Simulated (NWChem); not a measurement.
C₄H₅, doublet; SMILES [CH]=CC=C

```xyz
9

C     -0.0598     1.9310     0.0000
C      0.4164     0.6981     0.0000
C     -0.3985    -0.5234     0.0000
C      0.1161    -1.7610     0.0000
H     -1.0315     2.4098     0.0000
H      1.4993     0.5467     0.0000
H     -1.4787    -0.3861     0.0000
H      1.1903    -1.9322     0.0000
H     -0.5191    -2.6417     0.0000
```
Atoms are numbered in this order, from 1.

Level: B3LYP/6-31G* (spherical d), spin-unrestricted (NWChem), optimised geometry, unscaled harmonic frequencies. In the optimisation the excess spin sits in a' (Cs, its own frame). B3LYP is NWChem's, with the RPA form of VWN correlation.

```tsv
frequency (cm⁻¹)	IR intensity (km/mol)
168	0.1
292	0.8
487	1.9
581	0.1
722	36.0
861	35.9
913	4.4
930	53.5
947	8.2
1034	22.5
1173	0.3
1280	1.5
1333	1.2
1462	1.5
1644	3.4
1697	6.5
3114	7.3
3163	11.5
3173	8.1
3249	15.1
3256	1.3
```

- zero-point energy = 45.0 kcal/mol
- thermal correction to the enthalpy at 298.15 K (with zero-point energy) = 48.5 kcal/mol
- heat capacity Cv = 15.6 cal/(mol K)
- entropy at 298.15 K and 1 atm (symmetry number 1, electronic part: spin degeneracy alone) = 68.7 cal/(mol K)
- dipole moment = 0.66 D

Rigid rotor and harmonic oscillator.
